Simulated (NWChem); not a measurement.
# HTeCl; SMILES [TeH]Cl

All runs: NWChem. Geometry: optimised at PBE0/def2-SVP. Not confirmed as a minimum by frequencies. def2 effective core potentials on Te; no spin-orbit coupling.

Diagonal of the polarisability tensor at B3LYP/def2-SVPD, static: 50.18, 70.16, 49.70 bohr³.

Question: Find the mean polarisability volume, the molar refraction, and the refractive index that an ideal gas of it would have at 273.15 K and 1 atm.

Answer: 
1. Mean: one third of the trace = 56.68 bohr³ × 0.14818 Å³/bohr³ = 8.40 Å³.
2. Molar refraction (Lorentz-Lorenz): (4π/3) N_A α = 21.2 cm³/mol.
3. Number density p/kT = 2.687 × 10⁻⁵ Å⁻³; n − 1 = 2π N α = 14.18 × 10⁻⁴.
4. These hold the electronic response alone: vibrational and orientational terms add to the static dielectric constant.
